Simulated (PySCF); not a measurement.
C5H5, SMILES [CH]1C=CC=C1, multiplicity 2.

Coordinates come from a B3LYP-D3(BJ)/def2-SVP optimisation. The isomer is the one that the SMILES or the coordinates give; other isomers of the formula were not compared.

Calculation: PBE/def2-TZVP run with PySCF.

```
Item                                                                                                             Value
---------------------------------------------------------------------------------------------  -----------------------
total energy                                                                                        -193.27265 hartree
point group                                                                                                         Cs
α spin, highest occupied and lowest empty level                                                      -5.41 and 0.28 eV
β spin, highest occupied and lowest empty level                                                     -5.24 and -4.45 eV
dipole moment                                                                                                0.014 e·Å
quadrupole, principal values (traceless, Buckingham form, about the centre of nuclear charge)    -6.54, 1.83, 4.71 D·Å
mean static polarisability                                                                        54.0 bohr³ (8.01 Å³)
polarisability, principal values                                                                33.7, 62.0, 66.4 bohr³
⟨S²⟩                                                                                           0.761 (pure state 0.75)
```
